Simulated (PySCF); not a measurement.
A structure optimised at B3LYP-D3(BJ)/def2-TZVP, used in a PySCF frequency run:

```xyz
7

B     -0.7583     0.1757     0.0000
Cl     0.1798     1.6514     0.0000
H     -1.9395     0.3160     0.0000
Si     0.1230    -1.6375     0.0000
H     -0.3247    -2.3917     1.1996
H     -0.3247    -2.3917    -1.1996
H      1.6023    -1.5601     0.0000
```
Charge 0, spin multiplicity 1.

Problem. Write its SMILES, formula and point group.

Solution. [SiH3]BCl, BClH4Si, Cs

Problem. What are its rotational constants (standard atomic weights)?

Solution. 29.287, 2.6821, 2.5284 GHz
